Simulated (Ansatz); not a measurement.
Two isomers of BFH4OSSi: A = `OB(F)[SiH2]S`, B = `OB(F)S[SiH3]`.

Program: Ansatz. Geometries: PBE0-D4/def2-TZVP. ΔE: electronic, gas phase. CCSD(T)/CBS adds triple-zeta CCSD(T) − MP2 to the extrapolated MP2 energy (def2 sets, frozen cores). Functionals use def2-TZVPP. B3LYP here is the variant with VWN-RPA as its local correlation; programs differ in this. Each species was taken in one conformer, which may not be the lowest.

A:

```xyz
9

O     0.416   -0.703    1.570
B     0.647    0.352    0.765
F     1.497    1.301    1.166
Si   -0.321    0.500   -1.015
S    -1.105   -1.414   -1.574
H     0.908   -0.674    2.399
H    -1.391    1.532   -0.906
H     0.595    0.927   -2.104
H    -1.247   -1.820   -0.301
```

B:

```xyz
9

O     1.535    0.162    0.297
B     0.806    1.244   -0.060
F     1.388    2.438   -0.158
S    -0.965    1.124   -0.415
Si   -1.232   -0.983   -0.080
H     2.462    0.361    0.458
H    -0.412   -1.782   -1.021
H    -2.673   -1.218   -0.343
H    -0.910   -1.346    1.320
```

**Question.** Which isomer does CCSD(T)/CBS put lower? Give the gap. (Best estimate.)

**Answer.** The calculation gave: B, by 80.2 kJ/mol.

**Question.** Give E(B) − E(A) in kJ/mol with MP2/def2-TZVPP, B2PLYP, ωB97M-V, PBE0-D4, r2SCAN-D4, B3LYP, B3LYP-D4. (An estimate is asked.)

**Answer.** Computed: MP2/def2-TZVPP -88.7, B2PLYP -81.1, ωB97M-V -82.4, PBE0-D4 -77.7, r2SCAN-D4 -82.8, B3LYP -76.6, B3LYP-D4 -78.6. None reverses the order clearly.

Largest T1 diagnostic: 0.013.

From PBE to PBE0 (25 % exact exchange), in def2-TZVPP and without D4, E(B) − E(A) moves by −4.5 kJ/mol.
